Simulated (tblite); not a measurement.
C₇H₈FOP.
Numbering: `[CH:1]#[C:2][P:3]1[CH2:4][C:5]([F:6])=[C:7]([O:8][CH3:9])[CH2:10]1` (hydrogens: H11 on C1; H12, H13 on C4; H14, H15, H16 on C9; H17, H18 on C10)

Cartesian coordinates in Å at the GFN2-xTB level; atoms count from 1:
```xyz
18
C7H8FOP angstrom
C      2.9396   -1.0454   -1.5991
C      2.4664   -0.5681   -0.6021
P      1.9588    0.1426    0.9375
C      0.5622   -1.0581    1.2635
C     -0.5406   -0.6199    0.3529
F     -1.5643   -1.5041    0.1890
C     -0.4693    0.5944   -0.1888
O     -1.3125    1.2601   -1.0152
C     -2.4987    0.6053   -1.4129
C      0.7547    1.3761    0.2047
H      3.3071   -1.4672   -2.4894
H      0.2523   -1.0072    2.3137
H      0.8758   -2.0848    1.0578
H     -3.0148    1.3026   -2.0703
H     -3.1331    0.3728   -0.5537
H     -2.2788   -0.3179   -1.9549
H      1.1908    1.8871   -0.6556
H      0.4955    2.1382    0.9464
```

All values are computed: GFN2-xTB (tblite) harmonic vibrations without scaling, gas phase. Errors from tens to a few hundred cm⁻¹ against measured bands are possible. One conformer, not necessarily the lowest.

Harmonic wavenumbers (cm⁻¹): 45.2, 76.7, 103.9, 166.1, 183.5, 214.6, 225.8, 304.1, 325.7, 333.6, 342.2, 377.0, 456.8, 471.5, 608.5, 649.9, 659.1, 668.5, 715.9, 739.1, 754.1, 808.0, 839.9, 1005.7, 1060.5, 1077.4, 1087.6, 1119.4, 1147.3, 1175.5, 1182.8, 1220.8, 1249.5, 1404.4, 1427.1, 1433.8, 1467.7, 1481.6, 1754.3, 2195.8, 2912.4, 2930.9, 2958.7, 2962.5, 2972.2, 2978.4, 3030.1, 3363.8.

A = 1787, B = 811.3, C = 761.5 MHz; mass 158.030 u (most abundant isotopes); point group C1, symmetry number 1.

Problem. What is the zero-point energy?

Solution. ½Σν̃ = 28335 cm⁻¹ = 81.01 kcal/mol.

Problem. Give the ideal-gas entropy at 298.15 K and 1 bar in the rigid-rotor, harmonic-oscillator model (classical rotation).

Solution. Translation 41.11, rotation 30.05, vibration 32.08: S = 103.2 cal/(mol K).

Problem. And Cp and H(298.15 K) − H(0)?

Solution. Cp = 42.21 cal/(mol K), of which vibrations give 34.26 (their classical limit is 48 R = 95.4); H(298.15 K) − H(0) = 7.55 kcal/mol without the zero-point energy, 5.18 from vibrations.

Problem. Which modes carry the vibrational entropy at 298.15 K?

Solution. 45.2 cm⁻¹: 5.02; 76.7 cm⁻¹: 3.97; 103.9 cm⁻¹: 3.38; 166.1 cm⁻¹: 2.48; 183.5 cm⁻¹: 2.29; 214.6 cm⁻¹: 2.00 cal/(mol K); the other 42 give 12.93 together.

Problem. How do the functions run with temperature in this model?

Solution. 
```json
{"T (K)": "50", "S (cal/(mol K))": "60.0", "Cp (cal/(mol K))": "13.0", "H − H(0) (kcal/mol)": "0.50", "G − H(0) (kcal/mol)": "-2.50", "ln q(vib)": "0.50"}
{"T (K)": "100", "S (cal/(mol K))": "71.1", "Cp (cal/(mol K))": "19.8", "H − H(0) (kcal/mol)": "1.32", "G − H(0) (kcal/mol)": "-5.79", "ln q(vib)": "1.70"}
{"T (K)": "373.15", "S (cal/(mol K))": "113.5", "Cp (cal/(mol K))": "49.3", "H − H(0) (kcal/mol)": "10.99", "G − H(0) (kcal/mol)": "-31.36", "ln q(vib)": "9.59"}
{"T (K)": "500", "S (cal/(mol K))": "129.4", "Cp (cal/(mol K))": "59.2", "H − H(0) (kcal/mol)": "17.90", "G − H(0) (kcal/mol)": "-46.79", "ln q(vib)": "13.21"}
{"T (K)": "750", "S (cal/(mol K))": "156.1", "Cp (cal/(mol K))": "72.5", "H − H(0) (kcal/mol)": "34.49", "G − H(0) (kcal/mol)": "-82.58", "ln q(vib)": "19.91"}
{"T (K)": "1000", "S (cal/(mol K))": "178.2", "Cp (cal/(mol K))": "80.9", "H − H(0) (kcal/mol)": "53.74", "G − H(0) (kcal/mol)": "-124.45", "ln q(vib)": "25.97"}
```

q(vib) and H(0) count from the zero-point level.

Problem. What must be added to the electronic energy to get the Gibbs energy at 298.15 K and 1 bar?

Solution. ZPE + [H(298.15 K) − H(0)] − T·S = 81.01 + 7.55 − 30.78 = 57.78 kcal/mol.

Hindered rotation and anharmonicity are outside this model. Other conformers, if any are populated, would add a mixing term that is left out. The structure is chiral; the term R ln 2 for an equal mix with its mirror image is left out.
